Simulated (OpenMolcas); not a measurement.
A calculation on Cr2+.

```
Program             : OpenMolcas
Method              : CASSCF
Basis               : ANO-RCC-VTZP [6s5p3d2f1g]
Scalar Hamiltonian  : DKH2, point nucleus
Active space        : 4 electrons in 5 orbitals (3d)
State averaging     : 2S+1 = 5 even, 5 roots; 2S+1 = 3 even, 45 roots; 2S+1 = 1 even, 50 roots
Spin-orbit coupling : RASSI with atomic mean-field integrals over the reference wave functions, term energies averaged over their components
```

Which level of the active space comes out lowest?

3d⁴ ⁵D₀, with 100 % of that term; it is also the measured ground level.

How high does 3d⁴ ³P₂(1) lie?

22898 cm⁻¹ above the lowest level; measured 17851 cm⁻¹ above the ground level, so the calculation is off by +28 %.

How high does 3d⁴ ⁵D₁ lie?

64.8 cm⁻¹ above the lowest level; measured 62.2 cm⁻¹ above the ground level, so the calculation is off by +4 %.

How high does 3d⁴ ³P₀(1) lie?

21815 cm⁻¹ above the lowest level; measured 16771 cm⁻¹ above the ground level, so the calculation is off by +30 %.

Measured values: Sugar and Corliss, J. Phys. Chem. Ref. Data 6, 317 (1977).

Without dynamic correlation excited terms often stand tens of per cent too high (terms of higher spin than the ground term too low), and those without a measured partner can miss by more than the paired ones. Computed and measured levels are paired by configuration, term and J; levels that our copy of the source lacks, or whose pairing is in doubt (as where it misses far off the trend of its configuration), stay unpaired and out of the deviations. Only configurations of the active space appear.

A number in round brackets counts repeated terms of one configuration in the order of the reference energies.
